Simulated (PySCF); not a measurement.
Compound: C6H8ClFO.
SMILES with atom numbers: `[CH3:1][C@@H:2]1[CH2:3][O:4][CH:5]=[C:6]([Cl:7])[C@@H:8]1[F:9]`

Definitions: NICS(0) = −σiso at the ring centroid; NICS(1) = −σiso and NICS(1)zz = −σzz at ±1 Å along the ring normal z. Level: GIAO PBE0/pcSseg-1 (PySCF, non-relativistic, gas phase) on the GFN2-xTB geometry, one conformer.

Ring bond lengths (Å), with Mayer bond orders in brackets: C2–C3 1.529 (0.99), C3–O4 1.419 (0.87), O4–C5 1.344 (1.07), C5–C6 1.334 (1.68), C6–C8 1.499 (0.99), C8–C2 1.535 (0.96).

**Question.** Give the NICS values of each ring in ppm.

**Answer.** 
```tsv
ring	type	NICS(0)	NICS(1), two faces	NICS(1)zz, two faces	rms pucker (Å)	centre to ring atoms, mean (Å)
C2–C3–O4–C5–C6–C8	6-membered ring with O; formal bonds 1 double, 5 single	-2.5	-2.1 / -3.1	1.7 / 0.0	0.20	1.41
```

**Question.** What can be read from them?

**Answer.** 
- C2–C3–O4–C5–C6–C8: mean NICS(1)zz 0.8 ppm, near zero. C2, C3, C8 have four or more neighbours, so the value isn't read as a sign of a π ring current. A hydrogen on C2, outside the ring, lies only 1.31 Å from a NICS(1) probe, which then mostly feels that atom.

**Question.** List the ring angles and the Hirshfeld charges of the ring atoms.

**Answer.** 
- C2–C3–O4–C5–C6–C8: C2 107.1° (-0.036 e), C3 112.4° (+0.008 e), O4 115.7° (-0.103 e), C5 125.0° (+0.027 e), C6 121.9° (-0.044 e), C8 108.5° (+0.050 e); sum 690.7° against 720° for a flat convex ring.
